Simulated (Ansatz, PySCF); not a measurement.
Molecule: sum formula BHBr, charge 0, multiplicity 2. It need not be the lowest isomer of its formula. 
Coordinates optimised at B3LYP-D3(BJ)/def2-TZVP (Ansatz, a program for electronic structure):
SMILES: Br[BH]
```xyz
3

B     -1.5767     0.0856    -0.1614
Br     0.2914     0.0081     0.0139
H     -2.3159    -0.7100     0.3208
```
Charge 0, spin multiplicity 2.

Total electronic energies in hartree. Cores are frozen in the correlated levels unless marked. UHF or UKS for open shells. Spin-orbit coupling is left out. The frozen core is the preceding noble-gas configuration, with the filled d and f shells of earlier blocks. Non-relativistic. Basis-set limits of correlation are two-point, X^-3; Hartree-Fock from the larger set (for Q and 5 zeta extrapolated as (X+1)exp(-9√X)).

| level | program | energy (Eh) |
|---|---|---|
| HF/cc-pVQZ | Ansatz | -2597.69989 |
| TPSS/def2-TZVPD | PySCF | -2599.47174 |
| TPSSh-D3(BJ)/def2-TZVPD | PySCF + dftd3 | -2599.47728 |
| MN15/def2-TZVPD | PySCF | ___ |
| B2PLYP-D3(BJ)/def2-TZVPD | Ansatz + dftd3 | ___ |
| CCSD/cc-pVTZ | Ansatz | -2597.95653 |
| CCSD(T)/cc-pVTZ | Ansatz | -2597.96731 |
| CCSD(T)/def2-TZVPPD | Ansatz | -2597.92327 |
| CCSD(T)/CBS(cc-pVQZ,cc-pV5Z) | Ansatz | -2598.0107 |

Complete the blanks.


- MN15/def2-TZVPD, energy (Eh): -2599.84992
- B2PLYP-D3(BJ)/def2-TZVPD, energy (Eh): -2599.10710
